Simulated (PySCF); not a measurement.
Isomers of C6H7NOS.

All values: PBE0/def2-SVPD (PySCF) at GFN2-xTB geometries, gas phase, one conformer each. Core orbitals are frozen in the response; Δα² is half the sum of the squared differences of the principal polarisabilities.

**Question.** Rank by dipole moment, lowest first.
A. `[CH3:1][S:2][c:3]1[cH:4][c:5]([OH:6])[cH:7][cH:8][n:9]1` with C1–S2–C3–C4 180°, C4–C5–O6–H 0°
B. `[N:1]#[C:2][C@@H:3]1[CH:4]=[CH:5][S@:6](=[O:7])[CH2:8][CH2:9]1` with C2–C3–C4–C5 -115°, C4–C5–S6–O7 136°, C5–S6–C8–C9 -59°, S6–C8–C9–C3 75°
C. `[CH3:1][S@:2](=[O:3])[c:4]1[cH:5][cH:6][cH:7][n:8][cH:9]1` with C1–S2–C4–C5 106°
D. `[CH2:1]=[CH:2][CH2:3][C:4](=[S:5])[O:6][CH2:7][C:8]#[N:9]` with C1–C2–C3–C4 -127°, C2–C3–C4–S5 -102°, C3–C4–O6–C7 0°, C4–O6–C7–C8 -174°
E. `[CH3:1][S@@:2](=[O:3])[c:4]1[cH:5][cH:6][cH:7][cH:8][n:9]1` with C1–S2–C4–C5 -116°

**Answer.** A (0.91 D), C (2.05 D), E (3.81 D), B (4.74 D), D (5.54 D).

**Question.** Rank by mean static polarisability, highest first.
A. `[N:1]#[C:2][C@@H:3]1[CH:4]=[CH:5][S@:6](=[O:7])[CH2:8][CH2:9]1` with C2–C3–C4–C5 -115°, C4–C5–S6–O7 136°, C5–S6–C8–C9 -59°, S6–C8–C9–C3 75°
B. `[CH2:1]=[CH:2][CH2:3][C:4](=[S:5])[O:6][CH2:7][C:8]#[N:9]` with C1–C2–C3–C4 -127°, C2–C3–C4–S5 -102°, C3–C4–O6–C7 0°, C4–O6–C7–C8 -174°
C. `[CH3:1][S@@:2](=[O:3])[c:4]1[cH:5][cH:6][cH:7][cH:8][n:9]1` with C1–S2–C4–C5 -116°

**Answer.** B (15.33 Å³), C (14.77 Å³), A (13.79 Å³).

All values together:

| SMILES | μ (D) | HOMO (eV) | LUMO (eV) | α (Å³) | Δα (Å³) |
| --- | --- | --- | --- | --- | --- |
| CSc1cc(O)ccn1 | 0.91 | -6.32 | -0.61 | 15.42 | 10.35 |
| C[S@@](=O)c1ccccn1 | 3.81 | -6.84 | -1.38 | 14.77 | 7.77 |
| C=CCC(=S)OCC#N | 5.54 | -6.79 | -2.01 | 15.33 | 7.25 |
| N#C[C@@H]1C=C[S@](=O)CC1 | 4.74 | -7.09 | -1.30 | 13.79 | 5.06 |
| C[S@](=O)c1cccnc1 | 2.05 | -7.07 | -1.23 | 14.67 | 7.47 |

Conformers: `[CH3:1][S:2][c:3]1[cH:4][c:5]([OH:6])[cH:7][cH:8][n:9]1` with C1–S2–C3–C4 180°, C4–C5–O6–H 0°; `[CH3:1][S@@:2](=[O:3])[c:4]1[cH:5][cH:6][cH:7][cH:8][n:9]1` with C1–S2–C4–C5 -116°; `[CH2:1]=[CH:2][CH2:3][C:4](=[S:5])[O:6][CH2:7][C:8]#[N:9]` with C1–C2–C3–C4 -127°, C2–C3–C4–S5 -102°, C3–C4–O6–C7 0°, C4–O6–C7–C8 -174°; `[N:1]#[C:2][C@@H:3]1[CH:4]=[CH:5][S@:6](=[O:7])[CH2:8][CH2:9]1` with C2–C3–C4–C5 -115°, C4–C5–S6–O7 136°, C5–S6–C8–C9 -59°, S6–C8–C9–C3 75°; `[CH3:1][S@:2](=[O:3])[c:4]1[cH:5][cH:6][cH:7][n:8][cH:9]1` with C1–S2–C4–C5 106°.
